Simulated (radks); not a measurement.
Values are calculated unless marked as measured or tabulated.
Charge is removed step by step from the 6s1/2 level of Re+, starting from [Xe] 4f14 5d5 6s1. Level of theory: Dirac Kohn-Sham, PBE, spin-unpolarised, spherical densities, point nucleus; open shells fill j = l - 1/2 first (a radial shooting solver on a logarithmic mesh with Libxc functionals).

| removed (e) | E - E(0) (eV) | eigenvalue (eV) | E minus straight line (eV) |
|---|---|---|---|
| 0 | 0.000 | -12.581 | 0.000 |
| 0.125 | 1.628 | -13.469 | -0.399 |
| 0.25 | 3.368 | -14.367 | -0.686 |
| 0.375 | 5.220 | -15.274 | -0.860 |
| 0.5 | 7.186 | -16.190 | -0.921 |
| 0.625 | 9.268 | -17.115 | -0.866 |
| 0.75 | 11.466 | -18.050 | -0.695 |
| 0.875 | 13.781 | -18.993 | -0.407 |
| 1 | 16.214 | -19.944 | 0.000 |

Removing the whole electron costs 16.214 eV by Delta-SCF, against 12.581 eV from minus the eigenvalue at the starting occupation. Slater's transition state (half an electron removed) gives 16.190 eV. Integrating minus the eigenvalue over the occupation (Janak's theorem) gives 16.214 eV. The mean slope of the eigenvalue, de/dn, is 7.36 eV per electron. Ionisation energy of Re+ in the NIST Atomic Spectra Database: 16.6 eV (semi-empirical).

Beside tabulated values, note that spin-unpolarised runs miss the spin-polarisation part of the exchange energy of open shells.
